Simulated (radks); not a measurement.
Valence configurations of Hg+ (all share [Xe]). All-electron calculation, scalar-relativistic Kohn-Sham, r2SCAN, spin-polarised, spherical densities, finite nucleus; open shells are filled with parallel spins first (spin-orbit coupling, left out, can overturn this in heavy ions); meta-GGA in the generalised Kohn-Sham scheme; Fermi nuclear charge, rms radius 5.4648 fm. Program: a radial shooting solver on a logarithmic mesh with Libxc functionals. Energies are relative to 4f14 5d10 6s1; eigenvalues in eV for spin up.

valence,E (eV),moment (Bohr magnetons),e(4f),e(5d),e(6p),e(6s)
4f14 5d10 6s1,0.000,1,-105.97,-19.359,-,-15.405
4f13.5 5d10 6s1 6p0.5,51.068,2,-115.27,-22.312,-8.664,-16.973
4f14 5d9 6s2,5.356,1,-110.03,-22.341,-,-16.315
4f14 5d9.5 6s1.5,2.632,1,-107.99,-20.845,-,-15.880
4f14 5d10 6p1,7.731,1,-107.86,-21.017,-8.592,-
4f14 5d9 6s1.5 6p0.5,9.093,2,-110.93,-23.286,-8.882,-17.431
4f14 5d9 6s1 6p1,12.209,3,-111.71,-24.122,-9.742,-18.428
4f14 5d9.5 6s1 6p0.5,5.928,2,-108.85,-21.770,-8.664,-16.963
4f12 5d9 6s1 6p3,246.68,7,-150.30,-36.297,-13.299,-23.784
4f13 5d10 6s2,98.579,1,-123.01,-23.471,-,-16.313

NIST lists [Xe] 4f14 5d10 6s1 as the ground configuration; this level of theory agrees among the configurations tried. The energies are those of spherical high-spin densities, not of single terms.
